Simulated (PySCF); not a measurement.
**Working with the constants of KP⁻**

UHF-CCSD(T) constants of KP⁻, ⁴Σ⁻ (quartet), unpaired electrons σ ↑, π ↑↑ (PySCF, no relativity, basis sets K aug-pcseg-1, P aug-pcseg-1; masses 38.9637 and 30.9738 u):

```
ωe   : 153.8 cm⁻¹
ωexe : 0.833 cm⁻¹
Be   : 0.090106 cm⁻¹
αe   : 0.000727 cm⁻¹
```

Task: What force constant and bond length do these constants imply?

Result: Reduced mass μred = 17.256 u; k = 5.8918×10⁻⁷·μred·ωe² (u, cm⁻¹, mdyn/Å) = 0.240 mdyn/Å; Re = √(16.8576/(μred·Be)) (u, cm⁻¹, Å) = 3.293 Å.

Task: Estimate the centrifugal constant D from the Kratzer relation and find the Dunham coefficient a1.

Result: D = 4Be³/ωe² = 1.24e-07 cm⁻¹; a1 = −1 − αeωe/(6Be²) = -3.30.

Correlated steps freeze 10 core orbitals. The state is the lowest determinant that a PBE0 search found; another state may lie lower at other levels.
